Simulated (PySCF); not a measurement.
## From r²SCAN to CCSD(T): MTe along the third period

r²SCAN and CCSD(T) in PySCF with def2-TZVPP on every atom (core potentials on Te), for the lowest determinant that a PBE0 search found; no spin–orbit coupling.

| molecule | state (unpaired electrons) | r²SCAN Re (Å) | r²SCAN ωe (cm⁻¹) | r²SCAN De (eV) | CCSD(T) Re (Å) | CCSD(T) ωe (cm⁻¹) | CCSD(T) De (eV) |
| --- | --- | --- | --- | --- | --- | --- | --- |
| SiTe | singlet (closed shell) | 2.278 | 487 | 4.70 | ? | ? | ? |
| TeP | doublet (π ↑) | 2.241 | 485 | 3.19 | 2.257 | 465 | 2.87 |
| TeS | triplet (π ↑↑) | 2.231 | 482 | 3.84 | 2.236 | 477 | 3.32 |
| TeCl | doublet (π ↑) | 2.321 | 386 | 2.83 | 2.324 | 386 | 2.50 |

(1) Estimate the CCSD(T) values of SiTe by adding the mean shift from r²SCAN to CCSD(T) of the other rows, and compare with the calculation.

(2) What are the mean differences of r²SCAN from CCSD(T) over the whole series?

In a basis of this size CCSD(T) is itself not converged; it tends to give bonds that are too long and too weak.

Correlated steps freeze 9 core orbitals. UHF and ROHF references stand side by side, which adds small steps between rows. These are scalar-relativistic numbers at best; spin–orbit coupling would shift them, the dissociation energy most. Where the molecule has an RHF reference, its open-shell atoms are computed with UHF. States were picked by a PBE0 search and need not be the measured ground states.

Answers

(1) The mean shifts are +0.8 pm, -8 cm⁻¹ and -0.39 eV, which give 2.286 Å, 479 cm⁻¹ and 4.31 eV. CCSD(T)/def2-TZVPP gives Re = 2.285 Å, ωe = 481 cm⁻¹, De = 4.56 eV.

(2) Re -0.8 pm, ωe +8 cm⁻¹, De +0.33 eV.
